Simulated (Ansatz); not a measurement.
Species: H$_{3}$GeO$_{2}$, charge 0, doublet. H3GeO2 (SMILES [O][GeH2][OH], doublet).
B3LYP-D3(BJ)/def2-TZVP minimum from Ansatz (an electronic-structure program):
```
Ge
O 1 1.7797
H 2 0.9630 1 113.54
O 1 1.7983 2 111.81 3 -55.74
H 1 1.5296 2 104.66 3 -174.61
H 1 1.5411 5 116.54 2 124.33
```
Charge 0, spin multiplicity 2.

Total energies in cc-pVDZ, 19 correlated electrons, 16 frozen orbitals. Radicals and triplets start from unrestricted determinants; spin-orbit coupling is neglected. Cores are frozen in correlated methods (noble-gas shells, and filled d and f shells in the p block). No relativity.

| method | program | energy (Eh) | minus CCSDT(Q) (mEh) |
|---|---|---|---|
| HF | Ansatz | -2226.79835 | 469.86 |
| MP2 | Ansatz | -2227.22505 | 43.16 |
| CCSD | Ansatz | -2227.25655 | 11.67 |
| CCSD(T) | Ansatz | -2227.26602 | 2.19 |
| CCSDT(Q) | Ansatz | -2227.26821 | 0.00 |

Rough core times of Ansatz's runs on a shared machine: CCSD(T) 50 s, CCSDT(Q) 30 min.
